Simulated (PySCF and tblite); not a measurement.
The numbers below are computed, except where a source is named.
C10H10O2, numbered as in [c:1]1([CH3:2])[cH:3][o:4][c:5](-[c:7]2[o:8][cH:9][c:10]([CH3:11])[cH:12]2)[cH:6]1.

The ensemble was built from 200 distance-geometry starts (ETKDG and KDG, MMFF94s, GFN2-xTB) and rests on GFN2-xTB geometries. Free energies are PBE0-D3(BJ)/pcSseg-1 single points with GFN2-xTB rigid-rotor and vibrational terms (modes under about 100 cm⁻¹ blended into free rotors). Symmetry numbers and mirror images are counted. Conformers within 2.5 kcal/mol (GFN2-xTB free energy) were kept, 7 at most. Codes: tblite and PySCF.

Rotational constants are equilibrium values for the commonest isotopes; dipoles come from the energy level named.

Torsions listed: O4–C5–C7–O8.

| conformer | shape | symmetry | weight % |
| --- | --- | --- | --- |
| 1 | 180° | C2h | 96.1 |
| 2 | 0° | C2v | 3.9 |

Sets of constants, in random order:

```json
{"set": "P", "A (MHz)": "3177", "B (MHz)": "463", "C (MHz)": "406", "abs μa (D)": "0.00", "abs μb (D)": "1.53", "abs μc (D)": "0.00"}
{"set": "Q", "A (MHz)": "3460", "B (MHz)": "457", "C (MHz)": "406", "abs μa (D)": "0.00", "abs μb (D)": "0.00", "abs μc (D)": "0.00"}
```

Question: Match each set to its conformer.

Answer: P is conformer 2, Q is conformer 1.


Conformer gaps in pcSseg-1 on xTB geometries can be 2 kcal/mol off for S=O, P=O and other polar bonds.